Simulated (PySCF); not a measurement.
GaH3, SMILES [GaH3]. Coordinates come from a PBE0-D3(BJ)/def2-TZVPD optimisation. The isomer is the one that the SMILES or the coordinates give; other isomers of the formula were not compared.

PySCF with TDDFT-PBE/def2-TZVPD puts the lowest singlet excitations at 4.85, 4.85, 7.35, 7.35, 8.12, 8.12 eV.

**Question.** What are the lowest excitation roots from PySCF 2.14.0 with ADC(2)/aug-cc-pVDZ? (An estimate is asked for; the answer gives what the named calculation found.)

**Answer.** 5.68, 5.68, 8.43, 8.43, 9.18, 9.18 eV. S1 differs by 0.83 eV (second minus first; roots are paired by order, and the bases may differ).
